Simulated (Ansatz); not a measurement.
Isolated molecules relaxed with PBE0-D4/def2-TZVP in Ansatz; ΔE leaves out vibrations. CBS: MP2 limit from def2 TZ/QZ plus the TZ coupled-cluster correction, frozen cores. For Se outer-core shells are correlated without core-valence functions, which leaves a few kJ/mol of doubt a bond. Scalar relativity is left out up to krypton. One conformer a species, not always the lowest.

Reaction (isomerisation): `[SiH3]B(Cl)[SeH]` → `[SiH3][Se]BCl`

| species | SCS-MP2/def2-TZVPP energy (Eh) |
| --- | --- |
| `[SiH3]B(Cl)[SeH]` | -3176.05177 |
| `[SiH3][Se]BCl` | -3176.07956 |

Problem. Work out ΔE.

Solution. ΔE = (-3176.07956) − (-3176.05177) = -0.02779 Eh = -73.0 kJ/mol. CCSD(T)/CBS gives -68.3 kJ/mol.

Largest T1 diagnostic among the species: 0.013.

From PBE to PBE0 (25 % exact exchange), in def2-TZVPP and without D4, ΔE moves by −5.1 kJ/mol. In def2-TZVPP, CCSD(T) changes the Hartree–Fock value by +13.5 kJ/mol (the triples alone add +1.5 kJ/mol) and MP2 by +5.0 kJ/mol.
